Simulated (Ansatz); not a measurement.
A nudged elastic band was laid between two geometries of ClH4OSbSi (8 atoms, charge 0, multiplicity 1).

The calculation used RKS BHLYP-D4/def2-SVP in Ansatz.

* movable images: 5
* climbing image: yes
* spring: 5.0 eV/Å²
* optimiser: quadratic models (default)
* start path: IDPP
* force threshold: 0.05 eV/Å
* iteration limit: 60
* end points: relaxed

Image 0:

```xyz
8
Properties=species:S:1:pos:R:3
O -1.523 0.132 0.699
Si -0.536 0.408 -0.585
Cl -0.051 2.424 -0.709
Sb 1.724 -0.827 -0.482
H -1.168 0.197 1.582
H -1.321 0.061 -1.779
H 0.986 -2.241 0.128
H 1.981 -0.211 1.089
```

Image 6:

```xyz
8
Properties=species:S:1:pos:R:3
O -1.884 0.033 0.500
Si -0.488 0.423 -0.278
Cl -0.068 2.442 -0.025
Sb 1.532 -0.832 0.711
H -1.952 0.165 1.442
H -0.744 0.185 -1.706
H 1.160 -2.241 -0.174
H 2.536 -0.232 -0.526
```

**Question.** Which bonds break or form, and what moves?

**Answer.** No bond is made or broken. The height of Sb4 over the plane of its neighbours goes from -1.07 to 1.06 Å.

**Question.** What energy profile does the band end with?

**Answer.** It converged. The highest image is number 3 of 0 to 6, 1.50 eV above the first end and 1.50 eV above the last; the last end lies 0.00 eV above the first. A vibrational analysis at the climbing image gives one clearly imaginary mode, 723i cm⁻¹: a first-order saddle point.

```
image  path coordinate (Å)  energy (eV)  height of Sb4 over the plane of its neighbours (Å)
    0                 0.00         0.00                                               -1.07
    1                 0.67         0.03                                               -1.03
    2                 1.33         0.34                                               -0.74
    3                 2.00         1.50                                               -0.02
    4                 2.61         0.43                                                0.66
    5                 3.22         0.04                                                1.00
    6                 3.84         0.00                                                1.06
```

**Question.** What is the geometry of the highest image?

**Answer.** 
```xyz
8
Properties=species:S:1:pos:R:3
O -1.966 0.226 0.181
Si -0.565 0.478 -0.621
Cl 0.143 2.401 -0.411
Sb 1.288 -0.869 0.313
H -1.922 0.178 1.135
H -0.857 0.216 -2.030
H 1.308 -2.518 0.467
H 2.663 -0.170 0.908
```

**Question.** What are the harmonic wavenumbers there?

**Answer.** 723i, 118, 154, 204, 272, 345, 395, 417, 562, 758, 801, 833, 918, 963, 2173, 2200, 2388, 4006 cm⁻¹.

The run took 81 s on 2 threads of Intel(R) Xeon(R) Platinum 8488C (Sapphire Rapids) (shared host), peak memory 0.25 GiB.
